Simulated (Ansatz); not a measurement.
`C#[C][GaH][SH]` + HCl → `[SH][GaH][Cl]` + `C#C` at 298.15 K and 1 bar (ligand exchange at a Ga–C bond).

Program: Ansatz. Geometries: PBE0-D4/def2-TZVP. ΔE: electronic, gas phase. CCSD(T)/CBS is the MP2 limit (def2-TZVPP, def2-QZVPP) plus CCSD(T) − MP2 in def2-TZVPP, frozen cores. This one scheme is used for every species. For Ga outer-core shells are correlated without core-valence functions, which leaves a few kJ/mol of doubt a bond. Scalar relativity is left out up to krypton. One conformer a species, not always the lowest.

```tsv
species	CCSD(T)/CBS energy (Eh)	H − E (kJ/mol)	S (J/(mol·K))
`C#[C][GaH][SH]`	-2399.59828	111.0	333.4
HCl	-460.38127	26.6	186.8
`[SH][GaH][Cl]`	-2782.78263	62.2	314.5
`C#C`	-77.22717	80.8	200.2
```

H − E and S are ideal-gas, rigid-rotor, harmonic terms from PBE0-D4/def2-TZVP, for one conformer and one mirror image of each species. 1 Eh = 2625.50 kJ/mol, R = 8.31446 J/(mol·K).

Q: By hand: ΔE, ΔH, ΔS and ΔG.

A: ΔE = (-2782.78263) + (-77.22717) − (-2399.59828) − (-460.38127) = -0.03025 Eh = -79.4 kJ/mol. Δ(H − E) = 62.2 + 80.8 − 111.0 − 26.6 = 5.4, so ΔH = -74.0 kJ/mol. ΔS = 314.5 + 200.2 − 333.4 − 186.8 = -5.5 J/(mol·K). ΔG = -74.0 − 298.15 × (-5.5)/1000 = -72.4 kJ/mol.

Q: By hand: the equilibrium constant, and the temperature at which ΔG would vanish if ΔH and ΔS stayed fixed.

A: log₁₀ K = −ΔG/(RT ln 10) = 12.7. ΔG = 0 at ΔH/ΔS = 13455 K, far beyond where these terms or the molecules hold.

The number of gas molecules stays the same, so ΔS is small and ΔH decides. A doubt of 5 kJ/mol in ΔE shifts log₁₀ K by 0.9 here. Other conformers and mirror images would add mixing entropy, several J/(mol·K) or more a flexible species. These are equilibria of isolated gas molecules and say nothing of rates. Largest T1 diagnostic: 0.014 (customary marks: 0.02 for closed shells, 0.045 for open ones).
